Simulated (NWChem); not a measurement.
System: SiH2O2Cl2; SMILES O[Si](O)(Cl)Cl

Here is an NWChem input.

```
start job
memory heap 200 mb stack 900 mb global 1100 mb
geometry units angstroms noautoz
  O     -0.168379     1.367078    -1.225158
  Si     0.000000     0.000000    -0.334512
  O      0.168379    -1.367078    -1.225158
  Cl    -1.680760    -0.100614     0.822321
  Cl     1.680760     0.100614     0.822321
  H      0.618602     1.693358    -1.673775
  H     -0.618602    -1.693358    -1.673775
end
basis spherical
  * library aug-pcseg-1
end
dft
  xc xtpss03 ctpss03
  iterations 150
  mulliken
end
task dft energy
```

NWChem printed, in part:

```
             Northwest Computational Chemistry Package (NWChem) 7.3.0
             --------------------------------------------------------

 C2  symmetry detected

                             Geometry "geometry" -> ""
                             -------------------------

 Output coordinates in angstroms (scale by  1.889725989 to convert to a.u.)

  No.       Tag          Charge          X              Y              Z
 ---- ---------------- ---------- -------------- -------------- --------------
    1 O                    8.0000    -0.10082747     1.37371306    -1.23009236
    2 Si                  14.0000     0.00000000     0.00000000    -0.33944636
    3 O                    8.0000     0.10082747    -1.37371306    -1.23009236
    4 Cl                  17.0000    -1.68367585    -0.01769167     0.81738664
    5 Cl                  17.0000     1.68367585     0.01769167     0.81738664
    6 H                    1.0000     0.70127170     1.66082743    -1.67870936
    7 H                    1.0000    -0.70127170    -1.66082743    -1.67870936

 Effective nuclear repulsion energy (a.u.)     378.3282798804

      Symmetry information
      --------------------

 Group name             C2
 Group number              4
 Group order               2
 No. of unique centers     4

                                 NWChem DFT Module
                                 -----------------

 Summary of "ao basis" -> "ao basis" (spherical)
 ------------------------------------------------------------------------------
       Tag                 Description            Shells   Functions and Types
 ---------------- ------------------------------  ------  ---------------------
 O                        aug-pcseg-1                9       23   4s3p2d
 Si                       aug-pcseg-1               11       27   5s4p2d
 Cl                       aug-pcseg-1               11       27   5s4p2d
 H                        aug-pcseg-1                5        9   3s2p

      Symmetry analysis of basis
      --------------------------

        a          74
        b          71

            General Information
            -------------------
          SCF calculation type: DFT
          Wavefunction type:  closed shell.
          No. of atoms     :     7
          No. of electrons :    66
           Alpha electrons :    33
            Beta electrons :    33
          Charge           :     0
          Spin multiplicity:     1
          Use of symmetry is: on ; symmetry adaption is: on
          Maximum number of iterations: 150
          AO basis - number of functions:   145
                     number of shells:    61
          Convergence on energy requested:  1.00D-06
          Convergence on density requested:  1.00D-05
          Convergence on gradient requested:  5.00D-04

              XC Information
              --------------
                  TPSS metaGGA Exchange Functional  1.000
             TPSS03 metaGGA Correlation Functional  1.000

             Grid Information
             ----------------
          Grid used for XC integration:  medium
          Radial quadrature: Mura-Knowles
          Angular quadrature: Lebedev.
          Tag              B.-S. Rad. Rad. Pts. Rad. Cut. Ang. Pts.
          ---              ---------- --------- --------- ---------
          O                   0.60       49          13.0       434
          Si                  1.10       88          14.0       590
          Cl                  1.00       88          15.0       590
          H                   0.35       45          15.0       434
          Grid pruning is: on
          Number of quadrature shells:   270
          Spatial weights used:  Erf1

      Superposition of Atomic Density Guess
      -------------------------------------

 Sum of atomic energies:       -1358.15412354

      Non-variational initial energy
      ------------------------------

 Total energy =   -1359.618773
 1-e energy   =   -2631.519741
 2-e energy   =     893.572689
 HOMO         =      -0.441439
 LUMO         =      -0.004092

      Symmetry analysis of molecular orbitals - initial
      -------------------------------------------------

  Numbering of irreducible representations:

     1 a           2 b

  Orbital symmetries:

     1 b           2 a           3 a           4 a           5 b
     6 a           7 b           8 a           9 b          10 a
    11 b          12 a          13 b          14 a          15 b
    16 a          17 b          18 a          19 b          20 a
    21 b          22 a          23 b          24 a          25 b
    26 a          27 a          28 b          29 b          30 a
    31 b          32 a          33 b          34 a          35 b
    36 a          37 b          38 b          39 a          40 a
    41 b          42 a          43 a

     ---------------------------------------------
      Total Density - Mulliken Population Analysis
     ---------------------------------------------

    Atom       Charge   Shell Charges
 -----------   ------   -------------------------------------------------------
    1 O    8     9.12   2.00  0.92  0.85 -0.02  3.17  1.96  0.24  0.01 -0.01
    2 Si  14    10.87   2.00  2.00  0.70 -0.46 -0.05  5.99  1.17 -0.55 -0.01  0.28 -0.21
    3 O    8     9.12   2.00  0.92  0.85 -0.02  3.17  1.96  0.24  0.01 -0.01
    4 Cl  17    17.81   2.00  2.00  1.20  0.78  0.06  6.00  3.88  1.78  0.08  0.01  0.03
    5 Cl  17    17.81   2.00  2.00  1.20  0.78  0.06  6.00  3.88  1.78  0.08  0.01  0.03
    6 H    1     0.64   0.55 -0.00 -0.00  0.05  0.05
    7 H    1     0.64   0.55 -0.00 -0.00  0.05  0.05

   convergence    iter        energy       DeltaE   RMS-Dens  Diis-err
 ---------------- ----- ----------------- --------- --------- ---------
 d= 0,ls=0.0,diis     1  -1361.6469179250 -1.74D+03  2.12D-02  1.02D+00
 d= 0,ls=0.0,diis     2  -1361.4875979034  1.59D-01  1.18D-02  2.63D+00
 d= 0,ls=0.0,diis     3  -1361.7515553866 -2.64D-01  2.35D-03  5.57D-02
 d= 0,ls=0.0,diis     4  -1361.7548984212 -3.34D-03  1.09D-03  1.56D-02
 d= 0,ls=0.0,diis     5  -1361.7570159462 -2.12D-03  1.88D-04  5.28D-04
  Resetting Diis
 d= 0,ls=0.0,diis     6  -1361.7570841570 -6.82D-05  3.36D-05  5.06D-06
 d= 0,ls=0.0,diis     7  -1361.7570847359 -5.79D-07  2.20D-05  1.01D-06
 d= 0,ls=0.0,diis     8  -1361.7570847048  3.10D-08  1.14D-05  1.23D-06
 d= 0,ls=0.0,diis     9  -1361.7570848869 -1.82D-07  1.38D-06  4.07D-08

         Total DFT energy =    -1361.757084886937
      One electron energy =    -2634.596642039470
           Coulomb energy =      990.069119972144
    Exchange-Corr. energy =      -95.557842699992
 Nuclear repulsion energy =      378.328279880380

 Numeric. integr. density =       65.999992671187

                  Occupations of the irreducible representations
                  ----------------------------------------------

                     irrep           alpha         beta
                     --------     --------     --------
                     a                17.0         17.0
                     b                16.0         16.0

                       DFT Final Molecular Orbital Analysis
                       ------------------------------------

 Vector   31  Occ=2.000000D+00  E=-3.011163D-01  Symmetry=a
              MO Center= -3.0D-13, -5.9D-14,  5.2D-01, r^2= 4.3D+00
   Bfn.  Coefficient  Atom+Function         Bfn.  Coefficient  Atom+Function
  ----- ------------  ---------------      ----- ------------  ---------------
    83      0.512987  4 Cl py               110     -0.512987  5 Cl py
    86      0.290043  4 Cl py               113     -0.290043  5 Cl py
    46      0.197789  2 Si d -2              80     -0.198060  4 Cl py
   107      0.198060  5 Cl py                27     -0.190124  2 Si s
     5      0.138879  1 O  px                55     -0.138879  3 O  px

 Vector   32  Occ=2.000000D+00  E=-2.977188D-01  Symmetry=b
              MO Center=  1.4D-13,  6.6D-15,  5.5D-01, r^2= 4.3D+00
   Bfn.  Coefficient  Atom+Function         Bfn.  Coefficient  Atom+Function
  ----- ------------  ---------------      ----- ------------  ---------------
    84      0.374807  4 Cl pz               111     -0.374807  5 Cl pz
    82      0.350451  4 Cl px               109      0.350451  5 Cl px
    87      0.188657  4 Cl pz               114     -0.188657  5 Cl pz
    85      0.175147  4 Cl px               112      0.175147  5 Cl px
    81     -0.144331  4 Cl pz               108      0.144331  5 Cl pz

 Vector   33  Occ=2.000000D+00  E=-2.915840D-01  Symmetry=b
              MO Center=  3.4D-13,  7.4D-14, -3.0D-01, r^2= 4.2D+00
   Bfn.  Coefficient  Atom+Function         Bfn.  Coefficient  Atom+Function
  ----- ------------  ---------------      ----- ------------  ---------------
    83      0.323346  4 Cl py               110      0.323346  5 Cl py
     7     -0.283751  1 O  pz                57      0.283751  3 O  pz
    10     -0.212621  1 O  pz                60      0.212621  3 O  pz
     6     -0.192786  1 O  py                56     -0.192786  3 O  py
    84      0.176095  4 Cl pz               111     -0.176095  5 Cl pz

 Vector   34  Occ=0.000000D+00  E=-4.445909D-02  Symmetry=a
              MO Center=  2.5D-15,  1.9D-15, -1.2D+00, r^2= 1.0D+01
   Bfn.  Coefficient  Atom+Function         Bfn.  Coefficient  Atom+Function
  ----- ------------  ---------------      ----- ------------  ---------------
    27      0.958715  2 Si s                 28      0.392441  2 Si s
   130      0.393624  6 H  s                139      0.393624  7 H  s
     4     -0.332359  1 O  s                 54     -0.332359  3 O  s
   129      0.319845  6 H  s                138      0.319845  7 H  s
     3     -0.294014  1 O  s                 53     -0.294014  3 O  s

 Vector   35  Occ=0.000000D+00  E=-1.398739D-02  Symmetry=b
              MO Center=  1.9D-15, -8.9D-16, -1.8D+00, r^2= 1.3D+01
   Bfn.  Coefficient  Atom+Function         Bfn.  Coefficient  Atom+Function
  ----- ------------  ---------------      ----- ------------  ---------------
   130      0.766393  6 H  s                139     -0.766393  7 H  s
   129      0.472684  6 H  s                138     -0.472684  7 H  s
     4     -0.284328  1 O  s                 38      0.283305  2 Si px
    54      0.284328  3 O  s                  3     -0.227155  1 O  s
    53      0.227155  3 O  s                 11     -0.214296  1 O  px

 Vector   36  Occ=0.000000D+00  E=-4.251957D-03  Symmetry=a
              MO Center=  2.7D-15,  1.1D-17, -7.5D-02, r^2= 1.1D+01
   Bfn.  Coefficient  Atom+Function         Bfn.  Coefficient  Atom+Function
  ----- ------------  ---------------      ----- ------------  ---------------
    27      1.394104  2 Si s                 28      1.125674  2 Si s
   130     -0.510776  6 H  s                139     -0.510776  7 H  s
    37      0.487814  2 Si pz                34      0.444630  2 Si pz
    78     -0.443490  4 Cl s                105     -0.443490  5 Cl s
    26      0.393508  2 Si s                 40      0.374310  2 Si pz

     ---------------------------------------------
      Total Density - Mulliken Population Analysis
     ---------------------------------------------

    Atom       Charge   Shell Charges
 -----------   ------   -------------------------------------------------------
    1 O    8     8.77   2.00  0.90  0.87 -0.00  2.97  1.76  0.27  0.01 -0.01
    2 Si  14    11.50   2.00  1.99  0.87 -0.62 -0.05  5.98  1.73 -0.56 -0.02  0.43 -0.26
    3 O    8     8.77   2.00  0.90  0.87 -0.00  2.97  1.76  0.27  0.01 -0.01
    4 Cl  17    17.70   2.00  1.99  1.23  0.79  0.07  5.98  3.85  1.62  0.11  0.02  0.03
    5 Cl  17    17.70   2.00  1.99  1.23  0.79  0.07  5.98  3.85  1.62  0.11  0.02  0.03
    6 H    1     0.78   0.70 -0.02 -0.00  0.05  0.05
    7 H    1     0.78   0.70 -0.02 -0.00  0.05  0.05

     -------------------------------------------
      Total Density - Lowdin Population Analysis
     -------------------------------------------

    Atom       Charge   Shell Charges
 -----------   ------   -------------------------------------------------------
    1 O    8     8.45   1.99  0.80  0.58  0.10  2.81  1.76  0.21  0.01  0.18
    2 Si  14    13.22   2.00  1.88  0.34  0.12  0.04  5.88  1.30  0.39  0.05  0.63  0.59
    3 O    8     8.45   1.99  0.80  0.58  0.10  2.81  1.76  0.21  0.01  0.18
    4 Cl  17    16.98   2.00  1.96  1.00  0.62  0.11  5.92  3.57  1.53  0.14  0.02  0.13
    5 Cl  17    16.98   2.00  1.96  1.00  0.62  0.11  5.92  3.57  1.53  0.14  0.02  0.13
    6 H    1     0.96   0.51  0.10  0.02  0.14  0.19
    7 H    1     0.96   0.51  0.10  0.02  0.14  0.19

     Multipole analysis of the density
     ---------------------------------

     L   x y z        total         alpha         beta         nuclear
     -   - - -        -----         -----         ----         -------
     0   0 0 0      0.000000    -33.000000    -33.000000     66.000000

     1   1 0 0      0.000000      0.000000      0.000000      0.000000
     1   0 1 0      0.000000      0.000000      0.000000      0.000000
     1   0 0 1     -0.754242     -0.377121     -0.377121     -0.000000

     2   2 0 0    -36.656086   -192.467800   -192.467800    348.279514
     2   1 1 0      3.651620     -0.184723     -0.184723      4.021066
     2   1 0 1      0.000000      0.000000      0.000000      0.000000
     2   0 2 0    -36.450430    -82.005742    -82.005742    127.561054
     2   0 1 1     -0.000000     -0.000000     -0.000000      0.000000
     2   0 0 2    -34.470634   -113.967255   -113.967255    193.463875
```

Level: TPSS/aug-pcseg-1. Coordinates come from a PBE0/def2-SVP optimisation.
